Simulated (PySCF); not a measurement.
**Phosphorus: a sound run and one with changed settings**

Sound run: P⁺ [Ne] 3s2 3p2, P²⁺ [Ne] 3s2 3p1. Calculation: PySCF 2.14, in 6-31G*; the non-relativistic Hamiltonian (point nucleus). The sound run starts from symmetry-adapted Hartree-Fock orbitals and uses a fine grid where one is needed.

Changed run: radial step 0.5 in ln r (0.13 in the sound run). This setting is unsound on purpose.

```
species  method  sound run (hartree)  changed run (hartree)  converged
     P⁺     UHF           -340.32368             -340.32368        yes
     P⁺     LDA           -339.57252             -339.57431        yes
     P⁺  M06-2X           -340.83211             -340.84033        yes
    P²⁺     UHF           -339.61887             -339.61887        yes
    P²⁺     LDA           -338.84309             -338.84570        yes
    P²⁺  M06-2X           -340.11095             -340.11201        yes
```

Ionisation energy of P⁺:

```
method  sound run (eV)  changed run (eV)
   UHF          19.179            19.179
   LDA          19.849            19.827
M06-2X          19.624            19.818
```

A coarse radial grid mis-integrates the density and the exchange-correlation energy, with errors of either sign; Hartree-Fock needs no grid.

For comparison, NIST gives 19.769 eV between the lowest levels.
